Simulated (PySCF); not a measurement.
C3H8FNSi, SMILES C/C=N/[C@H](F)[SiH3].

Geometry: ωB97X-D3(BJ)/def2-SVP. The structure was generated by enumeration; whether it is a known compound was not checked. Other conformers were not sampled.

These are TDDFT-PBE/def2-SVPD (PySCF) values and carry that method's errors.

Vertical excitations. 

```csv
state,energy (eV),λ (nm),f,main pairs
S1,5.22,237,0.002,HOMO→LUMO 99 %
S2,6.00,207,0.257,HOMO−1→LUMO 85 %
S3,6.15,202,0.007,HOMO→LUMO+1 99 %
S4,6.52,190,0.006,HOMO−1→LUMO+1 95 %
S5,6.57,189,0.077,HOMO→LUMO+2 94 %
S6,6.71,185,0.005,HOMO→LUMO+3 98 %
S7,6.90,180,0.005,HOMO−1→LUMO+2 83 %
S8,6.92,179,0.001,HOMO→LUMO+4 82 %
S9,6.99,177,0.053,"HOMO−2→LUMO 47 %, HOMO−3→LUMO 31 %, HOMO→LUMO+4 8 %, HOMO−4→LUMO 7 %"
S10,7.02,177,0.029,"HOMO−3→LUMO 57 %, HOMO−2→LUMO 16 %, HOMO−4→LUMO 12 %"
T1,4.54,273,0,HOMO→LUMO 99 %
T2,4.57,272,0,HOMO−1→LUMO 94 %
T3,6.08,204,0,HOMO→LUMO+1 99 %
T4,6.26,198,0,HOMO−1→LUMO+1 96 %
```
Triplets are in the Tamm–Dancoff approximation, which puts them higher than full response would, so one can lie above its singlet here.
